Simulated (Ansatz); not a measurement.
Ansatz (an electronic-structure program) job for C2H2N, SMILES N#C[CH2], multiplicity 2, PBE/def2-TZVPD. Geometry optimised at PBE0-D3(BJ)/def2-TZVP. The isomer is the one that the SMILES or the coordinates give; other isomers of the formula were not compared.

Ansatz 0.2 input:
```yaml
crystal:
  periodic: [false, false, false]
  atoms:
    - {symbol: C, position_ang: [0.00000000, -0.00000000, 1.18863869]}
    - {symbol: C, position_ang: [-0.00000000, -0.00000000, -0.18758230]}
    - {symbol: N, position_ang: [-0.00000000, 0.00000000, -1.35228557]}
    - {symbol: H, position_ang: [-0.00000000, 0.93599622, 1.72983032]}
    - {symbol: H, position_ang: [-0.00000000, -0.93599621, 1.72983032]}
basis:
  gaussian:
    orbitals: def2-TZVPD
hamiltonian:
  xc: {name: PBE}
magnetization: {spin_polarized: true, initial_magnetization: 1}
```

Output:

```
WARN ansatz: RAYON_NUM_THREADS=1 ignored (pool sized by the plan → 1); use --threads N
Functional definition: PBE
integrals: 0.03 GiB planned
629 factors; their error is unknown
mean field: 0.39 GiB planned
mean field evaluation 1: about -3585.5213 eV, gradient 3.6e1 eV
mean field evaluation 2: about -3578.4364 eV, gradient 5.1e1 eV
mean field evaluation 4: about -3591.3270 eV, gradient 2.3e0 eV
mean field evaluation 8: about -3591.3450 eV, gradient 2.8e-1 eV
mean field evaluation 16: about -3591.3453 eV, gradient 6.8e-6 eV
mean field -3591.34528745 eV, -131.9795050127 hartree, gradient 6.9e-6 eV, S^2 0.759041; 0 other end points of the search recorded, 0 dependent functions left out
reference -3591.34532302 eV, -131.9795063197 hartree; 11, 10 occupied and 118, 119 virtual orbitals, 629 factors
Total energy: -3591.34532302 eV, -131.9795063197 hartree
```

The calculation finished and met its thresholds.

Cost: very roughly 1.5 core-seconds.
